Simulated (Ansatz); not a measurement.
Cost and result for the atomization energy of C$_{2}$H$_{6}$BFOS (`CSB(O)CF`) (12 atoms, 11 bonds).

Z-matrix (Å, degrees):
```
C
S 1 1.809
H 1 1.089 2 106.7
H 1 1.089 2 111.3 3 118.4
H 1 1.089 2 111.3 3 -118.4
B 2 1.811 1 104.2 3 179.7
C 6 1.579 2 121.6 1 -0.1
O 6 1.353 2 119.8 1 179.9
F 7 1.383 6 112.7 2 179.8
H 7 1.098 6 110.9 2 58.6
H 7 1.098 6 110.8 2 -59.1
H 8 0.961 6 114.8 2 -0.0
```

Total charge 0; spin multiplicity 1. All single points use the PBE0-D4/def2-TZVP geometry. It is one conformer, not always the lowest. Program: Ansatz. All runs use 4 threads of an Arm Neoverse V1 on a shared host. Times are those of one run each, without the atoms' runs, and a repeat can differ threefold. Electronic energies, without spin–orbit coupling; frozen cores. CCSD(T)/CBS adds CCSD(T) − MP2 in def2-TZVPP to the MP2 limit, and its time is that of the two runs behind it. T1 = 0.012. B3LYP takes the VWN-RPA correlation (the form of Gaussian; ORCA's B3LYP/G).

CCSD(T)/CBS is a level of theory with its own doubt, some kJ/mol a heavy atom from the limit and from the frozen cores, so smaller differences don't rank the functionals.

| level | functions | wall time |
| --- | --- | --- |
| PBE-D4/def2-TZVPP (with forces) | 281 | 3.5 s |
| PBE0-D4/def2-TZVPP | 281 | 4.4 s |
| r2SCAN-D4/def2-TZVPP (with forces) | 281 | 7 s |
| B3LYP-D4/def2-TZVPP (with forces) | 281 | 7 s |
| B2PLYP/def2-TZVPP | 281 | 8.5 s |
| ωB97X-V/def2-TZVPP | 281 | 11 s |
| ωB97M-V/def2-TZVPP (with forces) | 281 | 16 s |
| MP2/def2-QZVPP | 535 | 36 s |
| CCSD(T)/def2-TZVPP | 281 | 7 min |
| CCSD(T)/CBS(def2) | – | 7.6 min |

Problem. What atomization energy does each give, and how far from CCSD(T)/CBS? (Best estimate.)

Solution. The calculation gave: 
```tsv
level	atomization (kcal/mol)	difference from CCSD(T)/CBS	per bond
PBE-D4/def2-TZVPP (with forces)	1151.4	31.6	2.9
PBE0-D4/def2-TZVPP	1127.6	7.8	0.7
r2SCAN-D4/def2-TZVPP (with forces)	1129.0	9.2	0.8
B3LYP-D4/def2-TZVPP (with forces)	1120.5	0.7	0.1
B2PLYP/def2-TZVPP	1109.6	-10.2	-0.9
ωB97X-V/def2-TZVPP	1124.1	4.3	0.4
ωB97M-V/def2-TZVPP (with forces)	1127.2	7.4	0.7
MP2/def2-QZVPP	1133.8	14.0	1.3
CCSD(T)/def2-TZVPP	1091.1	-28.7	-2.6
CCSD(T)/CBS(def2)	1119.8	0.0	0.0
```

The D4 term adds +9.4 kcal/mol with B3LYP and +5.0 kcal/mol with PBE0; it sums over pairs of atoms, weighted by their polarisabilities, and B3LYP, whose exchange is more repulsive, gets the larger term. From PBE to PBE0 (25 % exact exchange), in def2-TZVPP and without D4, the atomization energy moves by −22.8 kcal/mol: exact exchange takes away binding that semilocal exchange gives to molecules. In def2-TZVPP, CCSD(T) changes the Hartree–Fock value by +271.5 kcal/mol (the triples alone add +17.7 kcal/mol) and MP2 by +297.3 kcal/mol; breaking electron pairs costs correlation energy, which Hartree–Fock lacks.
